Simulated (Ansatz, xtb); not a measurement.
## Two structures of F4MoS

Structure I: `[F][Mo]([F])([F])([F])=[S]`, a singlet. Structure II: a singlet given by its coordinates. Both are isolated molecules in the gas phase, relaxed with PBE0-D4/def2-SVP.

I (Å):

```
atom    x (Å)    y (Å)    z (Å)
   F  -0.8679   0.0879  -1.6939
   F  -1.3147  -0.7899   0.6066
   F   1.1457  -1.0368   0.9903
   F   1.5926  -0.1591  -1.3102
  Mo   0.1567  -0.0260  -0.1772
   S   0.2330   1.8980   0.5716
```

II (Å):

```xyz
6

F    -1.6001    0.3960   -0.7330
F    -0.0732   -1.5628   -1.0091
F     0.0841   -1.0903    1.4426
F     1.5232    0.3592   -0.9237
Mo    0.0091    0.0278    0.0174
S     0.0990    1.8061    1.1597
```

Close contacts (Å): F1–Mo5 1.81, F2–Mo5 1.89, F3–Mo5 1.81, F4–Mo5 1.81, Mo5–S6 2.12.

Question: Which of the two would you expect CCSD(T)/def2-SVP + ΔMP2/def2-TZVPP electronic energies to favour?

Answer: Structure I; the calculation gives E(II) − E(I) = +18.6 kcal/mol.

Level by level:

| level | geometry | E(II) − E(I) (kcal/mol) | departure from the last row (kcal/mol) | job, with rough time for the two |
| --- | --- | --- | --- | --- |
| GFN2-xTB | GFN2-xTB | +36.3 | +17.8 | optimisation, 0.36 s |
| HF/STO-3G | GFN2-xTB | +15.3 | −3.3 | single point, 1.9 s |
| r2SCAN-D4/def2-SVP | GFN2-xTB | +8.5 | −10.1 | single point, 5.5 s |
| PBE0-D4/def2-SVP | PBE0-D4/def2-SVP | +22.0 | +3.4 | optimisation, 27 s |
| HF/def2-SVP | PBE0-D4/def2-SVP | +25.7 | +7.1 | part of the CCSD(T) run |
| MP2/def2-SVP | PBE0-D4/def2-SVP | +17.8 | −0.8 | part of the CCSD(T) run |
| CCSD(T)/def2-SVP | PBE0-D4/def2-SVP | +20.9 | +2.4 | single point |
| CCSD(T)/def2-SVP + ΔMP2/def2-TZVPP | PBE0-D4/def2-SVP | +18.6 |  | single point, 79 s |

The levels shown agree on the order. The largest departure from CCSD(T)/def2-SVP + ΔMP2/def2-TZVPP is that of GFN2-xTB, 17.8 kcal/mol. The last row adds to CCSD(T) the change of the MP2 difference between the two basis sets, here −2.4 kcal/mol.

With harmonic frequencies from PBE0-D4/def2-SVP (ideal gas, rigid rotor, one conformer each, 298.15 K, 1 atm): on the last row, ΔE + ΔZPE = +18.3, ΔH = +18.5, ΔG = +17.5 kcal/mol.

The T1 diagnostic of structures I and II is large, so the coupled-cluster value is less sure. The correlated steps freeze 9 core orbitals. Atoms past krypton carry core potentials in the def2 sets, other sets are all-electron and non-relativistic, and no spin–orbit term is included. Codes used: Ansatz 0.2.0, xtb 6.7.1; the last row on 2 threads of Arm Neoverse V1 on a shared host.
